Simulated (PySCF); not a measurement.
# Tl⁻ (thallium, charge -1) across methods

[Xe] 4f14 5d10 6s2 6p2, high-spin 3P determinant. All numbers are calculated (PySCF 2.14, scalar relativity by spin-free X2C-1e, in aug-cc-pVTZ-DK3 (9s8p6d3f, 84 functions)).

```
method   E (hartree)  mean ε 6s α (eV)  mean ε 6s β (eV)  mean ε 6p α (eV)  Σ⟨r²⟩ (bohr²)   ⟨S²⟩
   LDA     -20235.47            -5.405            -4.898             1.117          129.5  2.001
  MN15     -20261.58            -6.888            -6.082             0.470          123.7  2.003
  PBE0     -20247.57            -6.112            -5.223             0.766          124.5  2.002
   UHF  -20241.74218            -8.419            -6.598            -0.460          121.3  2.013
   PBE     -20247.87            -5.208            -4.627             1.174          131.4  2.001
r2SCAN     -20247.82            -5.394            -4.608             1.119          124.8  2.005
 B3LYP     -20248.10            -6.007            -5.343             0.869          128.8  2.001
```

Spin-orbit coupling is strong in this species (close to jj coupling), so the high-spin LS determinant is a model state, not a physical level.

The highest occupied level is positive at LDA, MN15, PBE0, PBE, r2SCAN, B3LYP: only the finite basis holds that electron, which in a density functional comes from self-interaction.
